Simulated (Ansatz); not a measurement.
(MgS)4 ring (Mg4S4), relaxed as a singlet with RKS PBE0-D4/def2-SVP in Ansatz, starting from the GFN2-xTB geometry. Force threshold 0.02 eV/Å.

Another isomer (singlet) lies 1.95 eV lower at PBE0-D4/def2-TZVP; other spin states weren't run for this one.

Start:

```xyz
8

Mg   -1.9975    1.2222   -0.2685
Mg    0.8633    1.7054    1.4531
Mg    1.9937   -1.2278    0.2774
Mg   -0.8581   -1.6991   -1.4628
S    -1.1187    2.8209    1.1282
S     2.7658    0.4356    1.6619
S     1.1182   -2.8208   -1.1289
S    -2.7666   -0.4365   -1.6605
```

**Question.** Estimate the energy that the relaxation releases and the steps that it takes.

**Answer.** 8.9 kJ/mol, in 3 steps; 8.5 s on 4 threads of Arm Neoverse V2 on a shared host. No frequencies were taken in this run, so the end may be a saddle point.

**Question.** Does the start keep its bonding and symmetry?

**Answer.** By distances, no bond broke or formed. The bond that changes most is Mg3–S7, from 2.30 to 2.29 Å (atoms count from 1). Point group C2h at the start, D4h at the end, both within 0.05 Å.

**Question.** Predict the relaxed structure.

**Answer.** 
```xyz
8

Mg   -2.0950    1.2921   -0.2828
Mg    0.8853    1.7647    1.5073
Mg    2.0946   -1.2925    0.2835
Mg   -0.8849   -1.7644   -1.5079
S    -1.1147    2.8090    1.1230
S     2.7397    0.4306    1.6449
S     1.1151   -2.8086   -1.1237
S    -2.7401   -0.4310   -1.6442
```
Bond lengths (bridged metal pairs left out): 8 × Mg–S 2.29 Å.
